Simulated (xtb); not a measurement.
silole (C₄H₆Si), singlet, geometry from GFN2-xTB. Base run: GFN2-xTB (xtb).

Here is a job for xtb.
```
$ xtb mol.xyz --gfn 2 --json

# file mol.xyz
11

C     -1.20638586     0.78574789    -0.41109095
C      0.02710569     1.29088450    -0.29376265
Si     1.21355663    -0.07286224     0.24738050
C     -0.23813991    -1.27821395     0.25074385
C     -1.35277056    -0.63209551    -0.11058672
H     -2.07420278     1.35899959    -0.70866783
H      0.24603893     2.32689193    -0.49207049
H      1.78955600     0.14895981     1.57457124
H      2.23200545    -0.39041535    -0.75478595
H     -0.23451069    -2.32758409     0.49442049
H     -2.32753594    -1.09471811    -0.18861565
```

The base run was repeated with changes; each row names its change, and settings that it needs were set with it.

```tsv
change	ΔE vs base (kcal/mol)	HOMO-LUMO gap (eV)	dipole (D)	SCF cycles
base	0.000	2.98	0.21	12
etemp = 1000	0.000	2.98	0.21	12
etemp = 10000	-22.63	3.01	0.18	12
acc = 0.1	0.000	2.98	0.21	13
gbsa = chcl3	-3.63	3.00	0.53	13
file = coord	0.000	2.98	0.21	12
```

ALPB and GBSA are two models with their own fitted parameters for each solvent, which aren't always the measured dielectric constant.
